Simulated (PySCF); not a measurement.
**A small calculation by hand: chemical shift, span and skew from a shielding tensor**

C5H7F, SMILES C1CC(F)=C1C. Atoms are numbered in the order given.

```xyz
13

C     -0.3736     2.0514     0.0000
C      0.1213     0.6565     0.0000
C     -0.4202    -0.5682     0.0000
F     -1.6697    -1.0042     0.0000
C      0.8518    -1.3492     0.0000
C      1.5188     0.0621     0.0000
H     -0.0150     2.6022     0.8857
H     -1.4724     2.0812     0.0000
H     -0.0150     2.6022    -0.8857
H      1.0475    -1.9587     0.8971
H      1.0475    -1.9587    -0.8971
H      2.1231     0.2765    -0.8970
H      2.1231     0.2765     0.8970
```

Geometry optimised at PBE0-D3(BJ)/def2-SVP. The structure was generated by enumeration, and PubChem lists no compound with its InChIKey, so it may never have been made.

GIAO shieldings from PBE0/pcSseg-1 run with PySCF, non-relativistic, no solvent. The symmetric part of the tensor of C3 has the principal values -60.2, 75.3, 78.1 ppm. The same nucleus in TMS has σ = 186.3 ppm at this level (PySCF, at its B3LYP-D3(BJ)/def2-TZVP geometry).

Question: Work out the isotropic shielding, the ¹³C shift against TMS, the span and the skew.

Answer: 
σ(iso) = (σ11 + σ22 + σ33)/3 = 31.1 ppm. δ = σ(ref) − σ(iso) = 186.3 − (31.1) = 155.2 ppm.
Span Ω = σ33 − σ11 = 138.3 ppm. Skew κ = 3(σ(iso) − σ22)/Ω = -0.96. Tumbling in solution averages the tensor to δ; in a static solid the shielding alone would spread this spin-1/2 line over Ω.
